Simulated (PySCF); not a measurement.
# Excitation energy of Si by level of theory

Si [Ne] 3s2 3p2 (3P) → Si [Ne] 3s2 3p1 4s1 (3P), as a difference of total energies. All numbers are calculated (PySCF 2.14, no relativity, point nucleus, in dyall-acv3z (19s12p6d4f, 113 functions)). Correlated levels: valence: [Ne] frozen; virtual orbitals above 40 to 60 times the deepest correlated orbital energy dropped. The calculations carry no spin-orbit coupling.

```json
{"method": "UHF", "excitation energy (eV)": "4.727"}
{"method": "MP2 (valence)", "excitation energy (eV)": "4.944"}
{"method": "SCS-MP2 (valence)", "excitation energy (eV)": "4.903"}
{"method": "CCSD (valence)", "excitation energy (eV)": "4.944"}
{"method": "CCSD(T) (valence)", "excitation energy (eV)": "4.960"}
```

Task: How much does correlation contribute at CCSD(T) (valence)?

Result: 4.960 − (4.727) = 0.233 eV, measured against UHF.

The promoted electron is Rydberg-like, and one or two diffuse shells describe it only roughly, which tends to raise the upper state.
